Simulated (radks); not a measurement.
Charge is removed step by step from the 2s1/2 level of the beryllium ion Be+, starting from [He] 2s1. All-electron calculation, Dirac Kohn-Sham, PBE, spin-unpolarised, spherical densities, point nucleus. Program: a radial shooting solver on a logarithmic mesh with Libxc functionals.

| removed (e) | E - E(0) (eV) | eigenvalue (eV) |
|---|---|---|
| 0 | 0.000 | -13.700 |
| 0.25 | 3.695 | -15.863 |
| 0.5 | 7.931 | -18.018 |
| 0.75 | 12.699 | -20.107 |

The mean slope of the eigenvalue, de/dn, is 8.54 eV per electron.
